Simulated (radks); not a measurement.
The numbers below are computed, except where a source is named.
Task: Excited configurations of Cs III: one electron is placed in a higher orbital outside [Kr] 4d10 5s2 5p4. The ground configuration is [Kr] 4d10 5s2 5p5. Code: a radial shooting solver on a logarithmic mesh with Libxc functionals. Model: scalar-relativistic Kohn-Sham, r2SCAN, spin-polarised, spherical densities, finite nucleus; open shells are filled with parallel spins first (spin-orbit coupling, left out, can overturn this in heavy ions); meta-GGA in the generalised Kohn-Sham scheme; Fermi nuclear charge, rms radius 4.8041 fm. Excitation = E - E(ground); binding = E(ion) - E, where the ion is the core of charge +3; n* = 3/sqrt(2 binding) in atomic units, and the quantum defect is n - n*.

| outer orbital | excitation (eV) | binding (eV) | n* | quantum defect | eigenvalue (eV) | <r> (bohr) |
|---|---|---|---|---|---|---|
| 5d | 15.955 | 17.578 | 2.639 | 2.361 | -13.945 | 2.775 |
| 5f | 26.279 | 7.253 | 4.109 | 0.891 | -5.882 | 6.424 |
| 6s | 17.283 | 16.250 | 2.745 | 3.255 | -14.148 | 3.923 |
| 6d | 24.840 | 8.693 | 3.753 | 2.247 | -7.323 | 6.327 |
| 7f | 30.149 | 3.384 | 6.015 | 0.985 | -2.894 | 16.37 |

Estimate the row for 7d.

Result: excitation (eV) 28.134; binding (eV) 5.399; n* 4.762; quantum defect 2.238; eigenvalue (eV) -4.635; <r> (bohr) 10.66. The Delta-SCF ionisation energy is 33.533 eV (NIST Atomic Spectra Database: 33.195 eV, semi-empirical). Self-interaction in the functional shifts the binding energies and quantum defects, so they are the method's values and not measured ones. Open shells are spherical and high-spin; term and fine-structure splittings are not resolved. Spin-orbit splitting is averaged out at the scalar-relativistic level.
